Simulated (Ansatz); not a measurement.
Harmonic frequencies (cm⁻¹) at PBE0-D4/def2-TZVP from Ansatz: 147, 243, 404, 523, 587, 635, 698, 864, 1567, 2009, 3554, 3657.

Each molecule was computed in one conformer, which needn't be the lowest.

Task: Which molecule is it?
A. `[NH][GeH2][Cl]`•
B. `[NH][SiH2]Cl`•
C. `C#C[Si](Cl)Cl`•
D. `[NH2][GeH][Cl]`•

Result: D.
